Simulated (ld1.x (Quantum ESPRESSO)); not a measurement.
# ruthenium (Ru): TM pseudisation with LDA (PZ), scalar-relativistic reference atom.

Ru, norm-conserving Troullier–Martins (Kleinman–Bylander form), made with ld1.x (Quantum ESPRESSO) 7.5 (LDA (PZ), scalar-relativistic). Core [Kr], reference 4d7.5 5s0.5 5p0. Waves: 5p (bound, empty): rc 4.05 bohr; 4d (bound): rc 1.55 bohr; 5s (bound): rc 2.70 bohr. Local part: the s channel. Core correction: none.

All-electron outer shells of the reference configuration (LDA (PZ), scalar-relativistic, ld1.x):

```csv
shell,level (eV),outermost node (bohr),outermost maximum (bohr)
4s,-75.01,0.48,0.91
4p,-45.15,0.49,0.98
4d,-4.34,0.48,1.23
5s,-4.09,1.24,2.76
5p,-0.81,1.42,4.02
```

Calculated quality:

| Quantity | Value |
| --- | --- |
| Cutoffs needed | 55 Ry and 70 Ry (the cutoffs (Ry, on a coarse ladder) from which the occupation-weighted sum of valence levels, in a spherical-Bessel basis at the reference potential, stays within 10 and 1 mRy of its value at 400 Ry) |
| Ghost test | no extra level below or beside the all-electron valence levels (p, d, s, f tested) (spherical-Bessel basis up to 400 Ry, 20 bohr box) |
| Configuration tests | 1 of 9 tests not solved or not reliable |

Generation and tests took about 1.9 s on one core of a shared server CPU.
